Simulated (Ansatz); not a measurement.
Reaction (SMILES): [F][Ge]([F])[F] → 3 F atom + Ge atom
B3LYP-D3(BJ)/def2-TZVP geometries, fixed; electronic energies without zero-point terms.
Largest species:
```xyz
4

Ge     0.2273    -0.1978    -0.0141
F      0.7837     1.4450     0.0126
F     -0.8472    -0.3310    -1.3693
F     -0.7447    -0.4108     1.4068
```
Charge 0, spin multiplicity 2.

The atomisation energy at CCSD(T) with Ansatz (a first-principles code), in kcal/mol, split into its Hartree-Fock and correlation parts. Cores are frozen (with 3d on Ga to Br). Open shells are unrestricted. No added dispersion term, no relativity. Functions are those of the species that has most.

| basis | X | functions | Hartree-Fock | CCSD(T) |
|---|---|---|---|---|
| cc-pVDZ | 2 | 69 | 197.55 | 287.02 |
| cc-pVTZ | 3 | 133 | 217.68 | 321.47 |
| cc-pVQZ | 4 | 233 | 222.10 | 333.00 |

Worked estimate of the basis-set limit from each neighbouring pair, with Hartree-Fock from the larger set and the correlation part extrapolated as X^-3.
Correlation parts: X = 2: 89.47, X = 3: 103.79, X = 4: 110.90.
- (2,3): (27·(103.79) - 8·(89.47))/19 = 109.82; with Hartree-Fock 217.68 the estimate is 327.50 kcal/mol.
- (3,4): (64·(110.90) - 27·(103.79))/37 = 116.09; with Hartree-Fock 222.10 the estimate is 338.19 kcal/mol.
The last two estimates differ by 10.69 kcal/mol; the largest set lies 5.19 from the last. Over the last step Hartree-Fock moves by 4.42 and the correlation part by 7.11.
